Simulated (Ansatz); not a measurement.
`[CH3][Ta]([NH2])(=[O])[F]` + H–F → `[CH3][Ta](=[O])([F])[F]` + NH₃ at 298.15 K and 1 bar (ligand exchange at a Ta–N bond).

Calculated with Ansatz (gas phase, PBE0-D4/def2-TZVP geometries, no zero-point term in ΔE). CCSD(T)/CBS adds triple-zeta CCSD(T) − MP2 to the extrapolated MP2 energy (def2 sets, frozen cores). This one scheme is used for every species. Elements past krypton have def2 core potentials. For Ta outer-core shells are correlated without core-valence functions, which leaves a few kJ/mol of doubt a bond. One conformer a species, not always the lowest.

| species | CCSD(T)/CBS energy (Eh) | H − E (kJ/mol) | S (J/(mol·K)) |
| --- | --- | --- | --- |
| `[CH3][Ta]([NH2])(=[O])[F]` | -327.79750 | 195.5 | 369.9 |
| H–F | -100.39570 | 33.5 | 173.6 |
| `[CH3][Ta](=[O])([F])[F]` | -371.71058 | 132.4 | 360.1 |
| NH₃ | -56.50880 | 100.5 | 192.4 |

H − E and S are ideal-gas, rigid-rotor, harmonic terms from PBE0-D4/def2-TZVP, for one conformer and one mirror image of each species. 1 Eh = 2625.50 kJ/mol, R = 8.31446 J/(mol·K).

Problem. By hand: ΔE, ΔH, ΔS and ΔG.

Solution. ΔE = (-371.71058) + (-56.50880) − (-327.79750) − (-100.39570) = -0.02618 Eh = -68.7 kJ/mol. Δ(H − E) = 132.4 + 100.5 − 195.5 − 33.5 = 3.9, so ΔH = -64.8 kJ/mol. ΔS = 360.1 + 192.4 − 369.9 − 173.6 = 9.0 J/(mol·K). ΔG = -64.8 − 298.15 × (9.0)/1000 = -67.5 kJ/mol.

Problem. By hand: the equilibrium constant, and the temperature at which ΔG would vanish if ΔH and ΔS stayed fixed.

Solution. log₁₀ K = −ΔG/(RT ln 10) = 11.8. ΔH and −TΔS have one sign here, so there is no such temperature.

The number of gas molecules stays the same, so ΔS is small and ΔH decides. A doubt of 5 kJ/mol in ΔE shifts log₁₀ K by 0.9 here. Other conformers and mirror images would add mixing entropy, several J/(mol·K) or more a flexible species. These are equilibria of isolated gas molecules and say nothing of rates. Largest T1 diagnostic: 0.020 (customary marks: 0.02 for closed shells, 0.045 for open ones).

ΔS is within the doubt of such terms, so its sign, and with it that verdict, could turn.
